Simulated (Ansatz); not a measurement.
Ansatz (an electronic-structure program) input for Si(H)(SH)3 (H4S3Si), SMILES S[SiH](S)S, CAM-B3LYP/def2-SVPD. Coordinates come from a PBE0-D3(BJ)/def2-SVP optimisation. Other conformers were not sampled.

Ansatz 0.2 input:
```yaml
crystal:
  periodic: [false, false, false]
  atoms:
    - {symbol: Si, position_ang: [-0.37996166, 0.32126561, 0.18434665]}
    - {symbol: S, position_ang: [-0.83578937, -0.59682498, -1.69179787]}
    - {symbol: S, position_ang: [-0.04554128, -1.29883375, 1.54819653]}
    - {symbol: S, position_ang: [1.28189580, 1.62610504, -0.12178306]}
    - {symbol: H, position_ang: [-1.44478073, 1.21900048, 0.70977749]}
    - {symbol: H, position_ang: [-1.66230182, -1.52642692, -1.15962275]}
    - {symbol: H, position_ang: [-0.08991614, -0.51568428, 2.65016104]}
    - {symbol: H, position_ang: [2.10741964, 0.63825092, -0.53501852]}
basis:
  gaussian:
    orbitals: def2-SVPD
hamiltonian:
  xc: {name: CAM-B3LYP}
```

Program output:

```
Functional definition: CAM-B3LYP
integrals: 0.11 GiB planned
1318 factors; their error is unknown
integrals: 0.14 GiB planned
514 factors; integrals over basis functions are off by at most 2.1e-5 eV
mean field: 0.94 GiB planned
mean field evaluation 1: about -40438.5734 eV, gradient 1.9e1 eV
mean field evaluation 2: about -40439.1132 eV, gradient 1.5e1 eV
mean field evaluation 4: about -40439.7482 eV, gradient 8.1e-1 eV
mean field evaluation 8: about -40439.9890 eV, gradient 1.1e-2 eV
mean field -40439.98900451 eV, -1486.1421847066 hartree, gradient 4.8e-5 eV, S^2 0.000000; 0 other end points of the search recorded, 0 dependent functions left out
reference -40439.98915149 eV, -1486.1421901080 hartree; 33, 33 occupied and 104, 104 virtual orbitals, 1318 factors
Total energy: -40439.98915149 eV, -1486.1421901080 hartree
```

Self-consistency was reached.

Cost: very roughly 6 core-seconds.
